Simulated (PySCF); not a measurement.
H4OSiZn, SMILES [SiH3][O][ZnH].

The structure is a stationary point at B3LYP-D3(BJ)/def2-SVP.

All values below come from M06-2X/def2-TZVPD (PySCF).

Symmetry labels are those of the subgroup Cs that the program uses (full group Cs).

Computed valence orbital energies around the gap with their symmetry:
```tsv
orbital	symmetry	energy (eV)
HOMO−7	A"	-18.04
HOMO−6	A'	-15.83
HOMO−5	A'	-12.78
HOMO−4	A'	-11.76
HOMO−3	A"	-11.73
HOMO−2	A'	-10.59
HOMO−1	A'	-9.66
HOMO	A"	-9.60
LUMO	A'	-0.36
LUMO+1	A"	-0.31
LUMO+2	A'	-0.07
LUMO+3	A'	0.50
```
